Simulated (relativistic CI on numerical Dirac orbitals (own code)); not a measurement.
Sensitivity of the levels of Ta³⁶⁺ to α and to the nuclear radius

Method of calculation: Dirac-Coulomb-Breit CI, orbitals from a KLI potential per configuration, derivatives by finite differences, unscaled Slater integrals, QED left out (own radial code, finite nucleus).

Configuration list (outside the closed core [Ar] 3d10): 4s²4p⁶4d, 4s²4p⁶4f, 4s²4p⁵4d², 4s4p⁶4d², 4s²4p⁵4d4f, 4s4p⁶4d4f. Double excitations out of closed p, d and f shells are left out; levels of such configurations are missing from the list, as are those of other unlisted configurations, and high levels can miss mixing partners.

With x = (α/α₀)² − 1 an excitation energy changes as ω = ω₀ + qx; K = 2q/ω₀ is the relative enhancement. Terms are leading LS components, so labels can repeat. The field-shift factor is F = δν/δ⟨r²⟩ for the transition from the lowest level.

Lowest level 4s²4p⁶4d ²D3/2.

```tsv
Level	ω₀ (cm⁻¹)	q (cm⁻¹)	K	F (GHz/fm²)
4s²4p⁶4d ²D5/2	142384	144300	2.03	3.65
4s²4p⁵4d² ⁴D°1/2	1200267	65320	0.109	9.6
4s²4p⁵4d² ⁴D°3/2	1200329	53160	0.0886	9.15
4s²4p⁵4d² ⁴F°5/2	1227196	56070	0.0914	9
4s²4p⁵4d² ⁴G°7/2	1242032	51070	0.0822	7.98
4s²4p⁵4d² ⁴P°3/2	1299722	68080	0.105	9.09
4s²4p⁵4d² ⁴D°5/2	1322030	189900	0.287	12.1
4s²4p⁵4d² ⁴G°9/2	1345987	191600	0.285	11.1
4s²4p⁵4d² ⁴D°7/2	1347988	197500	0.293	12
4s²4p⁵4d² ⁴D°3/2	1365851	196100	0.287	12.6
4s²4p⁵4d² ⁴P°5/2	1369730	196200	0.287	12.5
4s²4p⁵4d² ²H°11/2	1378452	199700	0.29	11.2
4s²4p⁵4d² ²G°7/2	1388240	191200	0.275	12.5
```

At this charge energies of transitions that change n are usually good to better than 1 %, and those within a shell (Δn = 0) to a few per cent.
